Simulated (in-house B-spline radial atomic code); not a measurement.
Whole-atom quantities along the 6-electron series, configuration [He] 2s2 2p2. Breit and QED terms are first order and not part of the total energy; the density at the nucleus is averaged over the nuclear charge. Computed with a radial B-spline atomic code at the basis-set limit: Dirac-Hartree-Fock, average of the configuration, finite nuclei.

```
  ion   Z  E/Z² (Eh)  Σ<r²> (bohr²)  n(0)/Z³ (bohr⁻³)  Lamb diamagnetic shielding (ppm)  repulsion over attraction  Breit energy (eV)  self-energy (eV)  vacuum polarisation (eV)  Dirac less non-relativistic energy (Eh)
Ru38+  44    -1.4642       0.081868            1.2414                           2405.52                    0.02392             45.611            56.697                   -6.6823                                  -71.525
Rh39+  45          ?              ?                 ?                                 ?                          ?                  ?                 ?                         ?                                        ?
Pd40+  46     -1.471       0.074127            1.3054                           2530.61                   0.022863             52.425            66.088                   -8.0461                                  -86.132
Ag41+  47    -1.4744       0.070641              1.34                            2593.9                   0.022367             56.081            71.184                   -8.8066                                  -94.249
Cd42+  48          ?              ?                 ?                                 ?                          ?                  ?                 ?                         ?                                        ?
In43+  49    -1.4813        0.06433            1.4119                           2722.03                   0.021432             63.918            82.226                     -10.5                                  -112.25
Sn44+  50    -1.4847       0.061468              1.45                           2786.91                   0.020991             68.107            88.193                   -11.439                                  -122.19
```

Task: Fill in the row of Rh39+.

Result: E/Z² (Eh): -1.4676; Σ<r²> (bohr²): 0.077861; n(0)/Z³ (bohr⁻³): 1.2732; Lamb diamagnetic shielding (ppm): 2467.83; repulsion over attraction: 0.02338; Breit energy (eV): 48.936; self-energy (eV): 61.263; vacuum polarisation (eV): -7.3391; Dirac less non-relativistic energy (Eh): -78.567.

Task: Fill in the row of Cd42+.

Result: E/Z² (Eh): -1.4779; Σ<r²> (bohr²): 0.067381; n(0)/Z³ (bohr⁻³): 1.374; Lamb diamagnetic shielding (ppm): 2657.69; repulsion over attraction: 0.02189; Breit energy (eV): 59.911; self-energy (eV): 76.56; vacuum polarisation (eV): -9.6231; Dirac less non-relativistic energy (Eh): -102.94.

Task: With what power of Z does the column «vacuum polarisation (eV)» change over this range?

Result: A fit of the logarithm of its size against log Z from Z = 44 to 50 has slope 4.21.
